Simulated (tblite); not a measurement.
Compound: C₃H₈Ge₂O₃.
Geometry (GFN2-xTB, Å), atoms numbered from 1 in this order:
```
atom  x, y, z in Å
C1    -0.8296   -1.4559    1.6002
Ge2   -0.7174   -0.9431   -0.3092
Ge3   -1.8688    1.1045   -0.7940
C4     1.1966   -0.5835   -0.7008
O5     2.0066   -1.2428   -1.2630
O6     1.4400    0.6891   -0.1823
C7     2.6574    1.2761   -0.1601
O8     3.6923    0.8178   -0.5059
H9    -0.4864   -0.6355    2.2270
H10   -1.8558   -1.6890    1.8730
H11   -0.2121   -2.3270    1.8024
H12   -1.1094   -2.1268   -1.1701
H13   -3.3585    1.0100   -0.6504
H14   -1.6288    1.6229   -2.1783
H15   -1.4537    2.2042    0.1355
H16    2.5200    2.2879    0.2647
```

All values are computed: GFN2-xTB (tblite) harmonic vibrations without scaling, gas phase. Against measured fundamentals such values can be off by several per cent, at times by over 20. Modes of hydrogen on germanium can be 10 to 20 % off. One conformer, not necessarily the lowest. The optimisation stopped once no atom felt more than 0.01 eV/Å.

Lowest wavenumbers of the output (negative numbers stand for imaginary wavenumbers):
```
mode    cm-1
  1     -25.1
  2      28.1
  3      32.4
  4      53.8
  5      88.3
  6     104.2
  7     123.7
  8     161.5
```

Is this structure a minimum?

Not by this Hessian. 1 mode is imaginary beyond 20i (25i cm⁻¹), so at this level the point lies at or near a first-order saddle. The curvature is small, so loose convergence or finite differences may be the whole cause.

Which atoms move in the imaginary mode?

25i: O6 (anhydride bridging oxygen) 17 %, Ge3 (germanium bonded to Ge and 3 H) 16 %, C7 (anhydride carbonyl carbon) 14 %, H14 (Ge–H hydrogen) 13 %. These are shares of the mass-weighted motion.

What is the remedy?

Step along that mode in both directions, optimise again with tighter thresholds and repeat the frequencies. The zero-point energy of this point (59.9 kcal/mol) counts the 41 real modes alone, and thermal corrections from it aren't those of a minimum.

Hardware: one thread of an Arm Neoverse N1, no GPU, shared host. Cost: 1.1 s. This covers the Hessian and the dipole derivatives.
